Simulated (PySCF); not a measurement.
C6H12O2.
Numbering: `[CH3:1][CH2:2][CH2:3][C@@H:4]([CH:5]=[O:6])[O:7][CH3:8]` (hydrogens: H9, H10, H11 on C1; H12, H13 on C2; H14, H15 on C3; H16 on C4; H17 on C5; H18, H19, H20 on C8)

Structure used (GFN2-xTB), in Å, numbered top down from 1:
```
atom  x, y, z in Å
C1    -2.9817   -0.0773   -0.7139
C2    -1.7279    0.3898    0.0155
C3    -0.4812   -0.2825   -0.5502
C4     0.8070    0.1334    0.1848
C5     0.8092   -0.5669    1.5238
O6     0.2801   -0.1627    2.5203
O7     1.9054   -0.2614   -0.6089
C8     3.1333    0.2721   -0.1761
H9    -2.9202    0.1650   -1.7727
H10   -3.8637    0.4059   -0.3016
H11   -3.1023   -1.1537   -0.6155
H12   -1.6330    1.4730   -0.0844
H13   -1.8159    0.1629    1.0795
H14   -0.5805   -1.3687   -0.4960
H15   -0.3498   -0.0159   -1.6002
H16    0.8085    1.2254    0.3338
H17    1.3194   -1.5499    1.4879
H18    3.3841   -0.0516    0.8404
H19    3.1170    1.3686   -0.2005
H20    3.8872   -0.0948   -0.8691
```

The closed-shell SCF was solved with PySCF and density fitting under several settings on one GFN2-xTB geometry (grid level 2 and gas phase unless stated).

```
                                                                         settings  basis functions  SCF cycles     E (Eh)  HOMO (eV)  LUMO (eV)  dipole (D)
                                                                    PBE0/pcSseg-1              196          14  -385.7920      -7.18      -0.89        1.78
                                                                   PBE0/def2-SVPD              262          14  -385.5787      -7.29      -1.04        1.82
PW91/pcSseg-1, IEF-PCM methanol, grid level 1, fitting basis def2-universal-jkfit              196          11  -386.0994      -5.68      -2.11        2.10
                                                  LC-wPBE/6-31++G**, grid level 3              216          14  -386.0680      -9.95       1.05        1.82
                                            KT2/pcSseg-1, IEF-PCM dichloromethane              196          16  -392.5273      -5.80      -2.02        2.07
                                                                        PW91/MINI               52          14  -383.0619      -6.50      -3.63        1.20
```

Task: Estimate the rows for these settings: (1) PW91/STO-3G, grid level 4, energy threshold 1e-11 Eh; (2) wB97X-D/pcSseg-0, start guess sap; (3) BLYP/IGLO-II, energy threshold 1e-08 Eh, level shift 0.1 Eh.

Result: 
```tsv
settings	basis functions	SCF cycles	E (Eh)	HOMO (eV)	LUMO (eV)	dipole (D)
PW91/STO-3G, grid level 4, energy threshold 1e-11 Eh	52	11	-381.1851	-2.03	1.05	0.81
wB97X-D/pcSseg-0, start guess sap	96	15	-385.2699	-8.99	0.96	1.80
BLYP/IGLO-II, energy threshold 1e-08 Eh, level shift 0.1 Eh	248	10	-386.2341	-5.55	-1.95	1.67
```

Task: Over all rows, what range does the HOMO–LUMO gap span?

Result: From 2.87 eV (PW91/MINI) to 11.00 eV (LC-wPBE/6-31++G**, grid level 3). The functional of the narrowest has no exact exchange, that of the widest range-separated exact exchange.

Task: Compare two rows with the functional PBE0: PBE0/pcSseg-1 and PBE0/def2-SVPD. Which energy is lower, and by how much?

Result: PBE0/pcSseg-1 (196 functions) lies 0.2133 Eh or 134 kcal/mol below PBE0/def2-SVPD (262 functions). The smaller set gives the lower energy; the two sets aren't nested, so the variational bound doesn't order them by size.

wB97X-D ran without the empirical dispersion term, which would shift the total energy alone. Cycle counts include a coarse-grid stage where the run had one. All basis functions are spherical, in the Pople sets too. KT2 was designed for NMR shieldings or shifts; total energies of different functionals aren't comparable. The structure is a single GFN2-xTB conformer; no vibrational corrections.
